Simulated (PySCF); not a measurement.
**SbI: from constants to spectrum**

UHF-CCSD(T) constants of SbI, ³Σ⁻ (triplet), unpaired electrons π ↑↑ (PySCF, scalar-relativistic core potentials, basis sets Sb def2-SVP with ECP28, I def2-SVP with ECP28; masses 120.9038 and 126.9045 u):

- ωe: 197.6 cm⁻¹
- ωexe: 0.437 cm⁻¹
- Be: 0.036067 cm⁻¹
- αe: 0.000103 cm⁻¹
- D (centrifugal): 4.81e-09 cm⁻¹
- De to Sb + I: 1.75 eV

(1) Give the vibrational terms G(v) and spacings up to v = 6.

(2) How well does the Morse estimate ωe²/(4ωexe) reproduce De, and what is D0?

Correlated steps freeze 8 core orbitals. Correlated levels converge slowly with the basis: in double zeta they bind strong bonds too weakly, by up to about 1 eV, and carry superposition errors of some tenths. Spin–orbit coupling is left out, which matters for elements this heavy, above all for dissociation energies. The state was picked by a PBE0 search and need not be the measured ground state.

## Answers

(1) G(v) = ωe(v+½) − ωexe(v+½)².

```csv
v,G(v) (cm⁻¹),G(v) − G(v−1),Bv (cm⁻¹)
0,98.7,,0.03602
1,295.4,196.7,0.03591
2,491.3,195.9,0.03581
3,686.2,195.0,0.03571
4,880.4,194.1,0.03560
5,1073.6,193.2,0.03550
6,1265.9,192.4,0.03540
```

(2) It gives 2.77 eV, 158 % of the computed De. D0 = De − G(0) = 1.75 − 0.01 = 1.74 eV.
